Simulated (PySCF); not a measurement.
UHF on Rb²⁺ (rubidium, charge +2)

Configuration: [Ar] 3d10 4s2 4p5, 2P determinant. Calculation: PySCF 2.14, in cc-pVDZ-X2C (6s5p3d, 36 functions); the spin-free X2C one-electron Hamiltonian (Gaussian nucleus).

```
Total energy                                                  : -2978.001219 hartree
One-electron energy                                           : -4101.1510 hartree
Hartree (Coulomb) energy                                      : 1222.2403 hartree
Exchange energy                                               : -99.0906 hartree
⟨S²⟩                                                          : 0.7509
⟨L²⟩                                                          : 2.003
Sum of ⟨r⟩                                                    : 22.15 bohr
Sum of ⟨r²⟩                                                   : 27.64 bohr²
Traceless quadrupole moment −½Σ⟨3z² − r²⟩ along its main axis : 1.35 e·bohr²
Langevin diamagnetic susceptibility                           : -21.9 ×10⁻⁶ cm³/mol
Time after the integrals                                      : 0.08 s of wall time on 1 thread of Neoverse-V2 (shared host)
```

```tsv
shell	electrons	mean orbital energy (eV)	spread (eV)	rms radius, mean of both spins (bohr)
1s α	1	-15312.2	0	0.0464
1s β	1	-15312.0	0	0.0464
2s α	1	-2132.5	0	0.192
2s β	1	-2132.4	0	0.192
2p α	3	-1888.1	0.305	0.171
2p β	3	-1887.9	0.141	0.171
3s α	1	-365.10	0	0.543
3s β	1	-364.78	0	0.543
3p α	3	-284.10	0.903	0.557
3p β	3	-283.67	0.024	0.557
3d α	5	-149.69	0.874	0.577
3d β	5	-149.44	0.504	0.577
4s α	1	-63.124	0	1.56
4s β	1	-59.664	0	1.56
4p α	3	-41.497	1.885	1.83
4p β	2	-39.988	0	1.83
```

Densities and radii are taken from the X2C orbitals without a picture-change correction, which distorts them close to the nucleus.
